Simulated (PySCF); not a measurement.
H₄SiSn (SMILES [SiH3][SnH]), singlet, geometry from GFN2-xTB (such geometries of metal compounds can be far from the true shape) (core potentials on Sn), atoms displaced at random by about 0.08 Å a coordinate.

The PySCF input:
```python
from pyscf import gto, scf, dft

mol = gto.M(
    atom='''
Sn   -0.099467    0.462733    0.554634
H    -0.248212    1.710627   -0.939926
Si    0.112627   -1.637177   -1.270138
H     1.101428   -1.499642   -2.191231
H    -1.209281   -1.829279   -1.774869
H     0.504184   -2.799785   -0.438349
''',
    basis='def2-svp',
    ecp={'Sn': 'def2-svp'},
    charge=0,
    spin=0,
    verbose=4,
)

mf = dft.RKS(mol)
mf.xc = 'tpss'
mf.kernel()
g = mf.nuc_grad_method()
grad = g.kernel()
```

Task: What does this run give for the HOMO energy, total energy, dipole moment, Mulliken (on the basis functions themselves) charges in atom order, HOMO-LUMO gap?

Result: 
```json
{
  "HOMO energy": "-5.45 eV",
  "total_energy": "-505.9932 Eh",
  "dipole_moment": "0.99 D",
  "Mulliken (on the basis functions themselves) charges in atom order": "Sn1 0.29, H2 -0.16, Si3 0.06, H4 -0.06, H5 -0.06, H6 -0.07",
  "HOMO-LUMO gap": "1.66 eV"
}
```
